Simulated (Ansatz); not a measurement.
A run on AlBH4SeSi, SMILES `[AlH2][B]1[SiH2][Se]1` with other settings.

```yaml
crystal:
  periodic: [false, false, false]
  atoms:
    - {symbol: Al, position_ang: [-0.971599, 1.757132, -0.373769]}
    - {symbol: B, position_ang: [0.171438, -0.006463, -0.373185]}
    - {symbol: Si, position_ang: [0.655623, -1.475223, 0.718235]}
    - {symbol: Se, position_ang: [1.157549, -1.119325, -1.409556]}
    - {symbol: H, position_ang: [-2.491410, 1.857218, -0.819913]}
    - {symbol: H, position_ang: [-0.290523, 3.191271, -0.172980]}
    - {symbol: H, position_ang: [1.907687, -1.486373, 1.544982]}
    - {symbol: H, position_ang: [-0.115315, -2.832285, 0.946763]}
basis:
  gaussian: {orbitals: ANO-RCC-VTZP}
magnetization: {spin_polarized: true, initial_magnetization: 2}
hamiltonian: {xc: {name: wB97X-V}}
scf: {lower_state_search: light}
```

```sh
$ ansatz run in.yaml --threads 2 --pin off --events-out ev --progress --plain --max-ram 4352MiB
```

Output, abridged:

```
Functional definition: wB97X-V
1678 factors; their error is unknown
409 factors; integrals over basis functions are off by at most 1.3e-5 eV
mean field evaluation 1: about -81353.6283 eV, gradient 1.3e1 eV
mean field evaluation 2: about -81354.5012 eV, gradient 7.7e0 eV
mean field evaluation 4: about -81354.8785 eV, gradient 7.4e-1 eV
mean field evaluation 8: about -81354.8867 eV, gradient 6.3e-2 eV
mean field evaluation 16: about -81355.0567 eV, gradient 1.5e-3 eV
mean field -81355.05674529 eV, -2989.7431909515 hartree, gradient 1.8e-5 eV, S^2 2.011821; 2 other end points of the search recorded, 0 dependent functions left out
reference -81355.05674286 eV, -2989.7431908619 hartree; 36, 34 occupied and 161, 163 virtual orbitals, 1678 factors
Total energy: -81355.05674286 eV, -2989.7431908619 hartree
Relativity: scalar
```

It took 50 s on 2 threads of an Arm Neoverse V2 on a shared host, with 1.3 GiB of host memory at the peak.
